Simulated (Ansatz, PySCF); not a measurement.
System: C2HClF2, charge 0, multiplicity 1. SMILES: C(Cl)=C(F)F
Geometry: optimised at B3LYP-D3(BJ)/def2-TZVP (Ansatz, an electronic-structure program).

B3LYP/STO-3G beside other levels, property by property. Conventions: 6-31G* and kin with 6d, 5d where marked; atomisation electronic, to ground-state atoms; non-relativistic; dispersion terms only where a functional's name holds one; open shells spin-unrestricted; frozen cores in correlated levels; spin-orbit terms left out; each state is the SCF solution reached for its charge and spin. CBS(X,Y): correlation extrapolated as X^-3; Hartree-Fock from the larger set. The bracket is a focal-point correction in the basis named. Ab initio and DFT rows: single points at B3LYP-D3(BJ) geometries (Ansatz), with unscaled harmonic terms from B3LYP/6-31G* (Ansatz) at its own minima, enthalpies of formation by atomisation with measured atoms. Levels can end on unlike triplets.

Measured values: CRC Handbook, as tabulated in the package chemicals; they hold spin-orbit and core effects, anharmonicity. For FC(F)=CCl (enthalpy of formation at 298 K) the tabulated value and CCSD(T)/CBS(cc-pV(T+d)Z,cc-pV(Q+d)Z) (Ansatz) part by 8.4 kcal/mol: another conformer or state, missing terms or a fault of the table's entry are possible. Coupled cluster (Ansatz) is a level with limits of its own, used here on species with T1 under 0.025 (0.045 for open shells) and stable references: (a) RI-MP2/CBS(aug-cc-pV(T+d)Z,aug-cc-pV(Q+d)Z)+[CCSD(T)-MP2]/aug-cc-pV(T+d)Z; (b) CCSD(T)/CBS(cc-pV(T+d)Z,cc-pV(Q+d)Z).

```json
[
 {"property": "atomisation energy (kcal/mol)", "B3LYP/STO-3G (Ansatz)": "592.2", "M06-2X/6-31G* (5d) (PySCF)": "564.6", "PBE0/def2-TZVPD (Ansatz)": "565.5", "wB97M-V/def2-TZVPD (Ansatz)": "561.8", "to compare with": "557.4 coupled cluster (b)"},
 {"property": "enthalpy of formation at 298 K (kcal/mol)", "B3LYP/STO-3G (Ansatz)": "-118.6", "M06-2X/6-31G* (5d) (PySCF)": "-91.0", "PBE0/def2-TZVPD (Ansatz)": "-91.9", "wB97M-V/def2-TZVPD (Ansatz)": "-88.1", "to compare with": "-75.4 measured"},
 {"property": "vertical triplet-singlet gap, E(triplet) - E(singlet) (eV)", "B3LYP/STO-3G (Ansatz)": "4.70", "M06-2X/6-31G* (5d) (PySCF)": "4.82", "PBE0/def2-TZVPD (Ansatz)": "4.37", "wB97M-V/def2-TZVPD (Ansatz)": "4.63", "to compare with": "4.76 coupled cluster (a)"},
 {"property": "vertical ionisation energy to the doublet (eV)", "B3LYP/STO-3G (Ansatz)": "7.77", "M06-2X/6-31G* (5d) (PySCF)": "10.03", "PBE0/def2-TZVPD (Ansatz)": "9.91", "wB97M-V/def2-TZVPD (Ansatz)": "9.96", "to compare with": "10.27 coupled cluster (a)"}
]
```

As the rows show:
- atomisation energy: B3LYP/STO-3G lies 34.8 kcal/mol above coupled cluster.
- enthalpy of formation at 298 K: B3LYP/STO-3G lies 43.2 kcal/mol below the measured value.
- vertical triplet-singlet gap, E(triplet) - E(singlet): B3LYP/STO-3G lies 0.06 eV below coupled cluster.
- vertical ionisation energy to the doublet: B3LYP/STO-3G lies 2.50 eV below coupled cluster.

The properties are those with a value to compare with, at most eight drawn at random. No case is left out for the size of its miss. Left out are saddle points of the reference geometry, anions that the best level run finds unbound, excited spin states, species near biochemistry, 298 K rows of species without real B3LYP wavenumbers, cases with under five habitual levels, runs that failed or that the program found above a lower state of the same kind, table entries that another table contradicts, and a share of species set aside by lot.
